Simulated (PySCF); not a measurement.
How methods differ on the ionisation energy of Ru²⁺

Ru²⁺ [Kr] 4d6 (5D) → Ru³⁺ [Kr] 4d5 (6S), as a difference of total energies. Calculation: PySCF 2.14, in aug-cc-pVTZ-PP with ECP28MDF (6s6p5d3f2g, 88 functions); scalar relativity through the core potential. Correlated levels: valence: 4s2 4p6 frozen. The calculations carry no spin-orbit coupling.

**Question.** Order these methods by the ionisation energy they give, lowest first.
A. CCSD(T) (valence)
B. UHF
C. SCS-MP2 (valence)
D. CCSD (valence)

**Answer.** B (26.442 eV), D (27.693 eV), A (27.739 eV), C (27.942 eV).

The reference lies between the lowest fine-structure levels, while these numbers refer to the centres of the terms.

Errors of the correlated levels include the incompleteness of this basis and the frozen core.

For comparison: 28.47 eV (semi-empirical (NIST evaluation); NIST Atomic Spectra Database, ionization energies).
